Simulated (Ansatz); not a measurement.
Geometry optimisation, RKS B3LYP-D4/def2-mTZVP in Ansatz.

Input file:

```yaml
crystal:
  periodic: [false, false, false]
  atoms:
    - { symbol: Al, position_ang: [0.0, 0.0, 0.0] }
    - { symbol: O, position_ang: [0.0, 0.0, 2.13] }
    - { symbol: H, position_ang: [-0.9095, -0.2814, 2.4671] }
    - { symbol: O, position_ang: [1.5415, 0.0, -0.89] }
    - { symbol: H, position_ang: [1.8414, -0.9519, -1.0449] }
    - { symbol: O, position_ang: [-1.5415, 0.0, -0.89] }
    - { symbol: H, position_ang: [-2.0512, -0.8467, -0.6815] }
    - { symbol: Cl, position_ang: [0.1134, 2.3983, 0.7978] }
    - { symbol: H, position_ang: [0.0597, 1.263, 1.9417] }
basis:
  gaussian: { orbitals: def2-mTZVP }
hamiltonian:
  xc: b3lyp
  dispersion: d4
relax:
  f_tol: 0.15
  max_steps: 25
  restrain:
    - { distance: [0, 7], at: 3.43, k: 30.0 }
    - { distance: [8, 1], at: 2.21, k: 30.0 }
    - { distance: [0, 1], at: 1.78, k: 30.0 }
    - { distance: [8, 7], at: 1.37, k: 30.0 }
```

Run as:

```bash
$ ansatz run input.yaml --threads 4 --pin off --max-ram 5120MiB --backend cpu --events-out ev --progress --plain --runs-dir out
```

Problem. Where does it end, and by what steps?

Solution. It converged. The restraints hold the end off the free minimum; the threshold counts their pulls, which the force column leaves out. Restrained pairs: Al1–Cl8 (2.53 → 3.43 Å), O2–H9 (1.28 → 2.20 Å), Al1–O2 (2.13 → 1.75 Å), Cl8–H9 (1.61 → 1.34 Å). After 8 steps the energy has fallen by 0.971 eV (the restraints' own energy left out); H9 moved furthest, 0.70 Å.

| step | energy less start (eV) | largest force component (eV/Å) | accepted |
| --- | --- | --- | --- |
| 0 | 0.0000 | 2.725 | yes |
| 1 | 0.2338 | 2.339 | yes |
| 2 | 0.0054 | 2.095 | yes |
| 3 | -0.4132 | 1.801 | yes |
| 4 | -0.6203 | 1.152 | yes |
| 5 | -0.8021 | 0.805 | yes |
| 6 | -0.8671 | 0.855 | yes |
| 7 | -0.9135 | 1.118 | yes |
| 8 | -0.9712 | 0.846 | yes |

```xyz
9
Properties=species:S:1:pos:R:3
Al -0.059 -0.358 0.097
O -0.187 -0.237 1.839
H -1.045 -0.321 2.270
O 1.526 -0.298 -0.482
H 1.774 -0.534 -1.380
O -1.357 -0.666 -0.950
H -2.270 -0.789 -0.676
Cl 0.307 2.895 1.113
H 0.366 1.891 1.998
```

The run took 20 s on 4 threads of Arm Neoverse V1, with other jobs on the host, peak memory 0.32 GiB.
